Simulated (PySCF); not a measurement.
# Xenon: a sound run and one with changed settings

Sound run: Xe [Xe], Xe⁺ [Kr] 4d10 5s2 5p5. Computed with PySCF 2.14 in aug-cc-pVDZ-PP with ECP28MDF (5s4p3d, 32 functions), with scalar relativity through the core potential. In the sound run the correlated levels freeze 4s2 4p6 4d10 outside the core potential. The sound run starts from symmetry-adapted Hartree-Fock orbitals and uses a fine grid where one is needed.

A second run was set up differently.

```json
{"species": "Xe", "method": "MP2", "sound run (hartree)": "-328.39751", "changed run (hartree)": "-328.42505", "converged": "yes"}
{"species": "Xe⁺", "method": "MP2", "sound run (hartree)": "-327.94688", "changed run (hartree)": "-327.97301", "converged": "yes"}
```

Ionisation energy of Xe:

```csv
method,sound run (eV),changed run (eV)
UHF,11.592,11.592
MP2,12.262,12.300
SCS-MP2,12.196,12.216
```

(1) What was changed?
A. all electrons correlated in a valence basis
B. a valence shell is frozen
C. minimal basis
D. basis contracted for another Hamiltonian

## Answers

(1) A. A valence basis has no tight correlating functions, so it recovers only part of the core correlation, and not evenly between atom and ion.
